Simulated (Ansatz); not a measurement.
System: BOF, charge 0, singlet. BOF (fluoro(oxo)borane, SMILES B(=O)F).
B3LYP-D3(BJ)/def2-TZVP minimum from Ansatz (a quantum-chemistry and plane-wave program):
```
B
O 1 1.2071
F 1 1.2860 2 180.00
```

Hartree-Fock and CCSD correlation energies in hartree (Ansatz). UHF or UKS for unpaired electrons; spin-orbit terms are left out. Cores are frozen in correlated methods. No relativity.

```json
[
 {"basis": "cc-pVTZ", "X": "3", "E(HF)": "-199.15531", "E(corr, CCSD)": "-0.56732"},
 {"basis": "cc-pVQZ", "X": "4", "E(HF)": "-199.17166", "E(corr, CCSD)": "-0.61085"},
 {"basis": "cc-pV5Z", "X": "5", "E(HF)": "-199.17558", "E(corr, CCSD)": "withheld"}
]
```

**Question.** Fit E(corr) = E∞ + A/X³ to X = 3 and 4, predict X = 5, and compare with the run.

**Answer.** A = (-0.56732 - (-0.61085))/(1/27 - 1/64) = 2.0330; E∞ = -0.61085 - A/64 = -0.64262; at X = 5, E∞ + A/125 = -0.62635. The run gave -0.62645, 0.10 mEh below the prediction. The same form on X = 4 and 5 gives E∞ = -0.64282, 0.20 mEh below the first estimate.
